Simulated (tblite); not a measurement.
C₇H₈NO (doublet state).
Geometry (GFN2-xTB, Å), atoms numbered from 1 in this order:
```
atom  x, y, z in Å
O1     2.7280    0.6898    1.1772
C2     2.7598    0.2126    0.0597
N3     1.7114   -0.0065   -0.7647
C4     0.4772   -0.0371   -0.3306
C5    -0.8985   -0.0434   -1.0144
C6    -1.2860   -1.2656   -0.1681
C7    -0.2548   -0.8083    0.8422
C8    -0.2879    0.6592    0.8891
C9    -1.3138    1.1321   -0.1166
H10    3.7070   -0.0499   -0.4421
H11   -1.0633   -0.0203   -2.0838
H12   -2.3186   -1.3012    0.1834
H13   -1.0148   -2.2083   -0.6362
H14    0.2475   -1.4074    1.5823
H15    0.2128    1.2384    1.6444
H16   -2.3522    1.1264    0.2214
H17   -1.0610    2.1013   -0.5392
```

The geometry is computed with GFN2-xTB (gas phase). This method treats the open shell by occupation alone, without spin polarisation.

Masses are those of the commonest isotopes; rigid-rotor values at the optimised geometry. The values belong to one conformer with, in the numbering `[O:1]=[CH:2][N:3][C@@:4]12[C@H:5]3[CH2:6][C@@H:7]1[C@@H:8]2[CH2:9]3`, O1–C2–N3–C4 -18°, C2–N3–C4–C5 169°.

Question: What are A, B and C (GHz)?

Answer: Ia = 131.45, Ib = 380.87, Ic = 395.27 u·Å²; 505379 MHz·u·Å²/I gives 3845, 1327 and 1279 MHz, that is A = 3.8445, B = 1.3269, C = 1.2786 GHz.

Question: What kind of rotor is it?

Answer: A near-prolate asymmetric top. Ray's parameter κ = (2B − A − C)/(A − C) = -0.962; −1 is the prolate and +1 the oblate limit.

Question: What does the inertial defect say?

Answer: Not planar: Δ = Ic − Ia − Ib = -117.05 u·Å². For a rigid frame Δ = −2 Σ m c², so Σ m c² = 58.53 u·Å² lies off the ab plane: 13.03 from hydrogen and 45.49 from heavier atoms. The atom farthest from that plane is 2.11 Å away.

Question: Give the other two planar moments, Paa and Pbb, and the rms extents of the mass along the axes.

Answer: Paa = Σ m a² = (Ib + Ic − Ia)/2 = 322.34 and Pbb = Σ m b² = (Ia + Ic − Ib)/2 = 72.93 u·Å². With the mass M = 122.06 u, the rms extents √(P/M) along a, b and c are 1.63, 0.77, 0.69 Å.

Question: List the rotational levels J(Ka,Kc) to J = 2 (MHz).

Answer: Above 0(0,0):
J = 1: 1(0,1) 2605, 1(1,1) 5123, 1(1,0) 5171
J = 2: 2(0,2) 7816, 2(1,2) 10286, 2(1,1) 10431, 2(2,1) 17984, 2(2,0) 17984

Question: Estimate the classical rotational partition function at 25 K, 50 K and 298.15 K.

Answer: Point group C1, symmetry number σ = 1; q = (√π/σ)·√((kT/h)³/(ABC)), k/h = 20836.6 MHz/K: 8250 at 25 K, 23300 at 50 K, 340000 at 298.15 K.

For this open shell read J as N, the rotation without spin; fine and hyperfine splittings come on top. Its GFN2-xTB frequencies are all real (lowest 40 cm⁻¹). These are rigid-rotor constants of the computed structure; measured ground-state constants (B0) also hold zero-point vibration.

On one thread of an Arm Neoverse V2, no GPU, shared host, this took 0.54 s of wall time. This is the geometry optimisation.
